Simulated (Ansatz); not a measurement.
C4H9In (SMILES C=[CH][In]([CH3])[CH3]), singlet, geometry from GFN2-xTB (such geometries of metal compounds can be far from the true shape) (all electrons, no relativity), with bond 14-11 at 2.4 times its length; CASSCF(2,4)/STO-3G (Ansatz, a program for electronic structure).

Input for Ansatz:
Ansatz 0.2 input:
```yaml
crystal:
  periodic: [false, false, false]
  atoms:
    - {symbol: In, position_ang: [-0.01243766, -0.00177321, 0.26109512]}
    - {symbol: C, position_ang: [-0.44596024, -1.18213332, 2.12456073]}
    - {symbol: H, position_ang: [-0.75776955, -2.19828824, 1.88531980]}
    - {symbol: H, position_ang: [-1.23770923, -0.69201525, 2.69150915]}
    - {symbol: H, position_ang: [0.44798250, -1.22276621, 2.74728805]}
    - {symbol: C, position_ang: [0.63373524, 2.14467512, 0.35037603]}
    - {symbol: H, position_ang: [1.61903843, 2.26544273, -0.09882046]}
    - {symbol: H, position_ang: [0.67803740, 2.46931026, 1.38952618]}
    - {symbol: H, position_ang: [-0.07152937, 2.77785714, -0.18706022]}
    - {symbol: C, position_ang: [-0.21426436, -0.94686452, -1.75018962]}
    - {symbol: C, position_ang: [0.04833259, -0.25514078, -2.84693493]}
    - {symbol: H, position_ang: [-0.52956163, -1.98403387, -1.84146090]}
    - {symbol: H, position_ang: [-0.03557466, -0.67229438, -3.84575834]}
    - {symbol: H, position_ang: [0.80946789, 2.23029219, -2.73687777]}
basis:
  gaussian:
    orbitals: STO-3G
hamiltonian:
  xc: hf
magnetization: {spin_polarized: false}
correlation: {active_space: {window: {electrons: 2, orbitals: 4}}}
```

The log (banner, timings and long lists left out):

```
Functional definition: HF
761 factors; integrals over basis functions are off by at most 9.1e-5 eV
mean field evaluation 1: about -158838.6680 eV, gradient 2.0e1 eV
mean field evaluation 2: about -158838.7744 eV, gradient 2.0e1 eV
mean field evaluation 4: about -158842.2638 eV, gradient 3.8e0 eV
mean field evaluation 8: about -158842.3456 eV, gradient 4.0e-2 eV
mean field -158842.34228968 eV, -5837.3484119390 hartree, gradient 2.5e-6 eV, S^2 0.000000; 0 other end points of the search recorded, 0 dependent functions left out
reference -158842.34228968 eV, -5837.3484119390 hartree; 41, 41 occupied and 15, 15 virtual orbitals, 761 factors
state -158847.03323503 eV, -5837.5208010010 hartree
Total energy: -158847.03323503 eV, -5837.5208010010 hartree
```
